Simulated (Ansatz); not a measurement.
Consider the ligand exchange at the Si–S bond: `[SiH3]SS[SiH3]` + HCl → `[SiH3]Cl` + `[SiH3]SS`.

Isolated molecules relaxed with PBE0-D4/def2-TZVP in Ansatz; ΔE leaves out vibrations. CCSD(T)/CBS adds triple-zeta CCSD(T) − MP2 to the extrapolated MP2 energy (def2 sets, frozen cores). This one scheme is used for every species. DFT in def2-TZVPP. B3LYP here is the variant with VWN-RPA as its local correlation; programs differ in this. One conformer a species, not always the lowest.

`[SiH3]SS[SiH3]`:

```xyz
10

Si    1.837    0.655   -0.605
S     1.220   -0.798    0.844
S    -0.372    0.300    1.615
Si   -1.899   -0.619    0.425
H     2.227    1.915    0.073
H     0.737    0.919   -1.564
H     3.004    0.056   -1.302
H    -1.626   -0.397   -1.016
H    -3.169    0.042    0.822
H    -1.959   -2.073    0.708
```

HCl:

Cartesian coordinates in Å:
```
Cl 0.317 -0.421 0.362
H -0.317 0.421 -0.362
```

`[SiH3]Cl`:

Cartesian coordinates in Å:
```
Si 0.118 0.050 0.001
Cl -1.771 -0.755 -0.010
H 0.241 0.947 1.172
H 0.312 0.812 -1.255
H 1.100 -1.054 0.091
```

`[SiH3]SS`:

Z-matrix (Å, degrees):
```
Si
S 1 2.143
H 1 1.484 2 110.0
H 1 1.482 2 110.2 3 121.2
H 1 1.487 2 106.0 3 -119.1
S 2 2.065 1 97.1 3 -62.7
H 6 1.346 2 98.0 1 89.3
```

```
             level  ΔE (kcal/mol)  difference from CCSD(T)/CBS
            PBE-D4           -6.2                          1.2
           PBE0-D4           -6.9                          0.5
          B3LYP-D4           -7.6                         -0.2
           ωB97X-V           -8.6                         -1.2
           ωB97M-V           -8.3                         -0.9
               PBE           -7.8                         -0.4
            r2SCAN           -8.3                         -0.9
              PBE0           -8.3                         -0.9
             B3LYP          -10.1                         -2.7
     HF/def2-TZVPP          -12.4                         -5.0
    MP2/def2-TZVPP           -7.1                          0.3
CCSD(T)/def2-TZVPP           -7.4                          0.0
    MP2/def2-QZVPP           -7.2                          0.2
SCS-MP2/def2-QZVPP           -8.2                         -0.8
      HF/CBS(def2)          -12.6                         -5.2
    CCSD/CBS(def2)           -8.3                         -0.9
       CCSD(T)/CBS           -7.4                            0
```

Largest T1 diagnostic among the species: 0.012.

The D4 term adds +2.5 kcal/mol with B3LYP and +1.4 kcal/mol with PBE0; it sums over pairs of atoms, weighted by their polarisabilities, and B3LYP, whose exchange is more repulsive, gets the larger term. In def2-TZVPP, CCSD(T) changes the Hartree–Fock value by +5.0 kcal/mol (the triples alone add +0.9 kcal/mol) and MP2 by +5.3 kcal/mol.
